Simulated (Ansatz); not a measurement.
Calculated with Ansatz (gas phase, PBE0-D4/def2-TZVP geometries, no zero-point term in ΔE). CCSD(T)/CBS adds triple-zeta CCSD(T) − MP2 to the extrapolated MP2 energy (def2 sets, frozen cores). Functionals use def2-TZVPP. HSE06 is defined as in plane-wave codes. For Ge outer-core shells are correlated without core-valence functions, which leaves a few kJ/mol of doubt a bond. Scalar relativity is left out up to krypton. One conformer a species, not always the lowest.

`O=C[SiH2][SiH](O)Cl` + `[F][GeH2][Cl]` → `O[SiH](Cl)[GeH2][Cl]` + `O=C[SiH2]F`  (redistribution)

`O=C[SiH2][SiH](O)Cl`:

```xyz
11

O    -2.097    0.095    2.030
C    -0.902    0.091    1.889
Si   -0.019   -1.049    0.608
Si    0.251    0.213   -1.344
O     1.001    1.591   -0.867
Cl    1.409   -0.830   -2.696
H    -0.272    0.790    2.489
H     1.323   -1.432    1.123
H    -0.862   -2.242    0.351
H    -1.016    0.506   -2.059
H     1.184    2.266   -1.523
```

`[F][GeH2][Cl]`:

Cartesian coordinates in Å:
```
F -0.171 -1.555 0.641
Ge 0.079 -0.027 -0.130
Cl -0.834 1.437 1.124
H -0.660 -0.072 -1.467
H 1.587 0.216 -0.168
```

`O[SiH](Cl)[GeH2][Cl]`:

```xyz
9

O    -1.817   -0.768   -0.235
Si   -0.796    0.418   -0.693
Cl   -0.104    0.156   -2.610
Ge    1.109    0.304    0.746
Cl    1.139   -1.837    1.174
H    -1.412   -1.591    0.057
H    -1.553    1.686   -0.661
H     2.467    0.633    0.114
H     0.967    0.998    2.109
```

`O=C[SiH2]F`:

Z-matrix (Å, degrees):
```
Si
C 1 1.917
F 1 1.600 2 109.7
H 1 1.480 2 108.6 3 -119.1
H 1 1.480 2 108.7 3 119.2
O 2 1.206 1 117.9 3 -180.0
H 2 1.115 1 122.0 3 -0.0
```

CCSD(T)/CBS gives -88.3 kJ/mol.

Question: Another level gave -70.7 kJ/mol. Which?
A. r2SCANh/def2-TZVPP
B. revPBE-D4/def2-TZVPP
C. CAM-B3LYP-D4/def2-TZVPP
D. HSE06/def2-TZVPP

Answer: B. revPBE-D4 -70.7, r2SCANh -80.2, CAM-B3LYP-D4 -84.3, HSE06 -76.2 kJ/mol.

Largest T1 diagnostic among the species: 0.014.

Leaving LDA and LC-ωPBE aside and taking each functional with its dispersion term where it has one, the values, not all of them listed here, spread over 16.5 kJ/mol, from BHLYP-D4 to revPBE-D4. LDA lies −7.8 kJ/mol from PBE without D4. At CCSD(T), def2-SVP lies +22.8 kJ/mol from the extrapolated value and def2-TZVPP +5.7 kJ/mol. From BLYP to BHLYP (50 % exact exchange), in def2-TZVPP and without D4, ΔE moves by −8.0 kJ/mol.

CCSD(T)/CBS has its own doubt, a few kJ/mol and more with outer-core shells, so smaller differences from it don't rank the levels.
